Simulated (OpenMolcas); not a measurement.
**Nd3+ in a point-charge field**

Nd3+ among 8 point charges of -2 e arranged as a square antiprism (D4d), 2.93 Å from the ion, with a polar angle of 68.2° against the regular 57.3°.

| Property | Result |
| --- | --- |
| Program | OpenMolcas |
| Method | CASSCF |
| Basis | ANO-RCC-VDZP [7s6p4d2f1g] |
| Scalar Hamiltonian | DKH2, point nucleus |
| Active space | 3 electrons in 7 orbitals (4f) |
| State averaging | 2S+1 = 4 odd, 35 roots; 2S+1 = 2 odd, 89 roots kept (CI in the orbitals of an earlier block) |
| Spin-orbit coupling | state interaction with AMFI integrals over the reference wave functions |

The lowest spin-free states, above the lowest:

| State | Degeneracy | E (cm-1) | Free-ion L (%) |
| --- | --- | --- | --- |
| 2S+1 = 4 | 1 | 0.0 | I (100) |
| 2S+1 = 4 | 2 | 16.1 | I (100) |
| 2S+1 = 4 | 2 | 71.1 | I (100) |
| 2S+1 = 4 | 2 | 181.0 | I (100) |
| 2S+1 = 4 | 2 | 357.2 | I (100) |
| 2S+1 = 4 | 2 | 587.1 | I (100) |
| 2S+1 = 4 | 2 | 808.3 | I (100) |
| 2S+1 = 4 | 2 | 14093 | F (98) |
| 2S+1 = 2 | 2 | 14655 | H (100) |
| 2S+1 = 2 | 2 | 14667 | H (100) |
| 2S+1 = 2 | 2 | 14677 | H (100) |
| 2S+1 = 2 | 2 | 14688 | H (100) |
| 2S+1 = 2 | 2 | 14694 | H (99) |
| 2S+1 = 2 | 1 | 14696 | H (99) |
| 2S+1 = 4 | 2 | 14796 | F (99) |
| 2S+1 = 4 | 1 | 14856 | S (100) |
| 2S+1 = 4 | 2 | 15337 | F (100) |
| 2S+1 = 4 | 1 | 15518 | F (100) |
| 2S+1 = 2 | 2 | 18880 | G (100) |
| 2S+1 = 2 | 2 | 19315 | G (100) |

The lowest levels with spin-orbit coupling:

| E (cm-1) | Degeneracy | 2S+1 | J | |mJ| (%) | g |
| --- | --- | --- | --- | --- | --- |
| 0.0 | 2 | 4 | 4.50 | 1/2 (100) | 0.76 3.63 3.63 |
| 59.5 | 2 | 4 | 4.50 | 3/2 (100) | 0.00 0.00 2.30 |
| 196.3 | 2 | 4 | 4.50 | 5/2 (100) | 0.00 0.00 3.84 |
| 421.7 | 2 | 4 | 4.51 | 7/2 (100) | 0.00 0.00 5.34 |
| 691.5 | 2 | 4 | 4.50 | 9/2 (100) | 0.00 0.00 6.72 |
| 1998 | 2 | 4 | 5.50 | 1/2 (100) | 0.96 5.76 5.76 |
| 2044 | 2 | 4 | 5.50 | 3/2 (100) | 0.00 0.00 2.89 |
| 2139 | 2 | 4 | 5.50 | 5/2 (100) | 0.00 0.00 4.81 |
| 2283 | 2 | 4 | 5.50 | 7/2 (100) | 0.00 0.00 6.75 |
| 2471 | 2 | 4 | 5.50 | 9/2 (100) | 0.00 0.00 8.76 |
| 2695 | 2 | 4 | 5.50 | 11/2 (100) | 0.00 0.00 10.75 |
| 4140 | 2 | 4 | 6.50 | 1/2 (100) | 1.09 7.72 7.72 |
| 4175 | 2 | 4 | 6.50 | 3/2 (100) | 0.00 0.00 3.28 |
| 4247 | 2 | 4 | 6.50 | 5/2 (100) | 0.00 0.00 5.46 |
| 4358 | 2 | 4 | 6.50 | 7/2 (100) | 0.00 0.00 7.66 |
| 4508 | 2 | 4 | 6.50 | 9/2 (100) | 0.00 0.00 9.90 |
| 4689 | 2 | 4 | 6.50 | 11/2 (100) | 0.00 0.00 12.18 |
| 4891 | 2 | 4 | 6.50 | 13/2 (100) | 0.00 0.00 14.46 |
| 6389 | 2 | 4 | 7.49 | 1/2 (100) | 1.18 9.58 9.58 |
| 6414 | 2 | 4 | 7.50 | 3/2 (100) | 0.00 0.00 3.55 |

Powder χT (cm3 K/mol): 0.88 at 2 K, 1.03 at 10 K, 1.44 at 50 K, 1.55 at 100 K, 1.62 at 200 K, 1.66 at 300 K. The effective moment at 300 K is 2.828 √(χT) = 3.65 μB.

Hund's rules give f3 the level 4I9/2 with g = 0.727, so an isolated free-ion multiplet has χT = g² J(J+1) / 8 = 1.636 cm3 K/mol. The computed 1.662 at 300 K differs by +2 %, through the field's splitting, the mixing of terms and any other multiplet in reach.

Stevens parameters of the J = 9/2 multiplet, which is 692 cm-1 wide (cm-1, z along the main axis): B20 = 1.166e+01, B40 = 1.012e-04, B60 = -1.466e-04.

High states are left out of the spin-orbit mixing, which shifts the levels that they would mix with. Point charges carry no covalency, so the field is a model and not that of real ligands. An unlabelled pair can be two single states that coincide in this model. The first state left out of the spin-orbit step lies near 49000 cm-1 above the lowest spin-free state of the reference (among the parities and spins computed), and the lists stop at four fifths of that energy or lower. No measured value stands beside these numbers.

A state without a sure symmetry label is named by its multiplicity alone.
